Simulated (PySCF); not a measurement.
**Ti¹⁰⁺ (titanium, charge +10) across methods**

[Ne] 3s2, closed-shell 1S. Calculation: PySCF 2.14, in an uncontracted even-tempered set (20 s from 0.59 bohr⁻², ratio 2.2; 13 p from 0.76 bohr⁻², ratio 2.2; 5 d from 3.3 bohr⁻², ratio 2.4; 5 f from 5 bohr⁻², ratio 2.4; 4 g from 7.4 bohr⁻², ratio 2.4); the non-relativistic Hamiltonian (point nucleus).

| method | E (hartree) | mean ε 2s (eV) | mean ε 2p (eV) | mean ε 3s (eV) | Σ⟨r²⟩ (bohr²) | ⟨S²⟩ |
| --- | --- | --- | --- | --- | --- | --- |
| B3LYP | -811.542 | -775.97 | -688.37 | -254.75 | 2.587 | 0.000 |
| r2SCAN0 | -811.506 | -783.88 | -693.34 | -255.22 | 2.591 | 0.000 |
| PBE0 | -811.368 | -778.65 | -690.07 | -255.00 | 2.586 | 0.000 |
| PBE | -811.320 | -765.24 | -679.85 | -252.44 | 2.585 | 0.000 |
| r2SCAN | -811.497 | -772.47 | -684.34 | -252.77 | 2.591 | 0.000 |
| UHF | -811.04674 | -817.34 | -719.17 | -261.47 | 2.595 | 0.000 |
| LDA | -809.457 | -763.53 | -679.46 | -252.51 | 2.586 | 0.000 |
